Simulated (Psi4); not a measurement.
C$_{4}$H$_{8}$O, triplet, geometry from GFN2-xTB of the parent state (a higher spin typed on purpose: for a closed-shell molecule this is an excited state); PBE/6-31G (Psi4).

The Psi4 input:
```
memory 2 GB

molecule {
0 3
  C     1.78448905    0.55139951   -0.27580427
  C     0.84323602   -0.28027089    0.59942922
  C    -0.53704454   -0.30196726   -0.02611863
  C    -1.43870416    0.82989416    0.39522636
  O    -0.87634296   -1.15105377   -0.80958542
  H     2.78965850    0.53729004    0.13842081
  H     1.45031079    1.58496763   -0.33377587
  H     1.81814479    0.14217677   -1.28261326
  H     1.21987298   -1.30267625    0.65448158
  H     0.79796690    0.14413006    1.60286304
  H    -0.90562319    1.77636090    0.35650951
  H    -1.75206771    0.66092796    1.42437461
  H    -2.31937746    0.87091983   -0.23997308
}

set basis 6-31g
set reference uks

energy('pbe')
print_variables()
```

Predict the main parts of the log of this Psi4 run.


```
   => Loading Basis Set <=

    Name: 6-31G
    Role: ORBITAL
    Keyword: BASIS

         ---------------------------------------------------------
                                   SCF
               by Justin Turney, Rob Parrish, Andy Simmonett
                          and Daniel G. A. Smith
                              UKS Reference
         ---------------------------------------------------------

  ==> Geometry <==

    Molecular point group: c1
    Full point group: C1

    Geometry (in Angstrom), charge = 0, multiplicity = 3:

       Center              X                  Y                   Z               Mass
    ------------   -----------------  -----------------  -----------------  -----------------
         C            1.827096402032     0.612096900832    -0.243912886418    12.000000000000
         C            0.885843372032    -0.219573499168     0.631320603582    12.000000000000
         C           -0.494437187968    -0.241269869168     0.005772753582    12.000000000000
         C           -1.396096807968     0.890591550832     0.427117743582    12.000000000000
         O           -0.833735607968    -1.090356379168    -0.777694036418    15.994914619570
         H            2.832265852032     0.597987430832     0.170312193582     1.007825032230
         H            1.492918142032     1.645665020832    -0.301884486418     1.007825032230
         H            1.860752142032     0.202874160832    -1.250721876418     1.007825032230
         H            1.262480332032    -1.241978859168     0.686372963582     1.007825032230
         H            0.840574252032     0.204827450832     1.634754423582     1.007825032230
         H           -0.863015837968     1.837058290832     0.388400893582     1.007825032230
         H           -1.709460357968     0.721625350832     1.456265993582     1.007825032230
         H           -2.276770107968     0.931617220832    -0.208081696418     1.007825032230

  Running in c1 symmetry.

  Rotational constants: A =      0.25292  B =      0.12974  C =      0.10269 [cm^-1]
  Rotational constants: A =   7582.33685  B =   3889.64824  C =   3078.59543 [MHz]
  Nuclear repulsion =  177.262651125886009

  Charge       = 0
  Multiplicity = 3
  Electrons    = 40
  Nalpha       = 21
  Nbeta        = 19

  ==> Algorithm <==

  SCF Algorithm Type is DF.
  DIIS enabled.
  MOM disabled.
  Fractional occupation disabled.
  Guess Type is SAD.
  Energy threshold   = 1.00e-06
  Density threshold  = 1.00e-06
[...]
      Ntotal   =   40.0000746794 ; deviation = 7.468e-05

   @Spin Contamination Metric:   2.191243687E-03
   @S^2 Expected:                2.000000000E+00
   @S^2 Observed:                2.002191244E+00
   @S   Expected:                1.000000000E+00
   @S   Observed:                1.000000000E+00

    Orbital Energies [Eh]
    ---------------------

    Alpha Occupied:

[...]
    Alpha Virtual:

[...]
      61A      1.792587

    Beta Occupied:

[...]
      19A     -0.287889

    Beta Virtual:

[...]
    Final Occupation by Irrep:
              A
    DOCC [    19 ]
    SOCC [     2 ]
    NA   [    21 ]
    NB   [    19 ]

  @DF-UKS Final Energy:  -231.95896753875229

   => Energetics <=

    Nuclear Repulsion Energy =            177.2626511258860091
    One-Electron Energy =                -664.3761090778755261
    Two-Electron Energy =                 288.1700011813342144
    DFT Exchange-Correlation Energy =     -33.0155107680969877
    Empirical Dispersion Energy =           0.0000000000000000
    VV10 Nonlocal Energy =                  0.0000000000000000
    Total Energy =                       -231.9589675387522902

  UHF NO Occupations:
  HONO-2 :   19  A 1.9996818
  HONO-1 :   20  A 1.0000000
  HONO-0 :   21  A 1.0000000
  LUNO+0 :   22  A 0.0003182
  LUNO+1 :   23  A 0.0003135
  LUNO+2 :   24  A 0.0002636
  LUNO+3 :   25  A 0.0001070

Computation Completed

Properties will be evaluated at   0.000000,   0.000000,   0.000000 [a0]

Properties computed using the SCF density matrix

 Multipole Moments:

 ------------------------------------------------------------------------------------
     Multipole            Electronic (a.u.)      Nuclear  (a.u.)        Total (a.u.)
 ------------------------------------------------------------------------------------

 L = 1.  Multiply by 2.5417464519 to convert [e a0] to [Debye]
 Dipole X            :         -2.9602029            3.2206493            0.2604464
 Dipole Y            :         -4.0112800            4.5880576            0.5767777
 Dipole Z            :         -1.9248035            2.4106393            0.4858358
 Magnitude           :                                                    0.7978354

 ------------------------------------------------------------------------------------

  Variable Map:
  ----------------------------------------------------------------------------
[...]
  Array Variable Map:
  ----------------------------------------------------------------------------
[...]
[...]
```
